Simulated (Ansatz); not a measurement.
Reaction (substitution at a C–B bond): `CB1C[Se]1` + `C[SiH](O)S` → `CO[SiH](C)S` + `B1C[Se]1`

Calculated with Ansatz (gas phase, PBE0-D4/def2-TZVP geometries, no zero-point term in ΔE). CCSD(T)/CBS is the MP2 limit (def2-TZVPP, def2-QZVPP) plus CCSD(T) − MP2 in def2-TZVPP, frozen cores. DFT in def2-TZVPP. B3LYP here is the variant with VWN-RPA as its local correlation; programs differ in this. For Se outer-core shells are correlated without core-valence functions, which leaves a few kJ/mol of doubt a bond. Scalar relativity is left out up to krypton. One conformer a species, not always the lowest.

`CB1C[Se]1`:

Z-matrix (Å, degrees):
```
C
B 1 1.542
H 1 1.090 2 114.1
H 1 1.096 2 109.5 3 122.1
H 1 1.096 2 109.6 3 -122.3
C 2 1.528 1 145.5 3 179.7
Se 2 1.899 1 143.3 3 -0.4
H 6 1.086 2 121.4 1 78.3
H 6 1.086 2 121.4 1 -78.4
```

`C[SiH](O)S`:

Z-matrix (Å, degrees):
```
C
Si 1 1.852
H 1 1.092 2 110.6
H 1 1.093 2 110.2 3 120.2
H 1 1.092 2 110.7 3 -120.3
O 2 1.646 1 105.8 3 -177.6
S 2 2.141 1 113.0 3 59.5
H 2 1.487 1 112.4 3 -55.4
H 6 0.959 2 116.8 1 -171.3
H 7 1.345 2 94.6 1 54.7
```

`CO[SiH](C)S`:

Cartesian coordinates in Å:
```
C -1.978 0.300 -0.757
O -1.019 0.267 0.273
Si 0.499 -0.322 0.083
C 1.385 -0.036 1.682
S 1.579 0.679 -1.479
H -2.174 -0.703 -1.156
H -2.908 0.696 -0.346
H -1.653 0.948 -1.578
H 0.423 -1.756 -0.311
H 2.374 -0.497 1.663
H 1.506 1.034 1.866
H 0.814 -0.461 2.510
H 1.150 -0.146 -2.447
```

`B1C[Se]1`:

Cartesian coordinates in Å:
```
B -0.430 -0.064 0.779
C 0.489 0.053 -0.432
Se -1.499 -0.072 -0.769
H -0.518 -0.121 1.957
H 0.915 1.007 -0.728
H 1.042 -0.804 -0.807
```

(1) Is it downhill or uphill in electronic energy at CCSD(T)/CBS, and by how much? (Estimate.)

(2) What do these levels give: B3LYP-D4, ωB97X-V, ωB97M-V, r2SCAN, B3LYP, MP2/def2-TZVPP? (Best estimate.)

Largest T1 diagnostic among the species: 0.015.

## Answers

(1) Computed: Uphill: ΔE = +109.9 kJ/mol.

(2) Computed: B3LYP-D4 105.1, ωB97X-V 105.1, ωB97M-V 109.7, r2SCAN 113.2, B3LYP 106.7, MP2/def2-TZVPP 116.0 kJ/mol.

In def2-TZVPP, CCSD(T) changes the Hartree–Fock value by +8.3 kJ/mol (the triples alone add +0.1 kJ/mol) and MP2 by +15.7 kJ/mol.
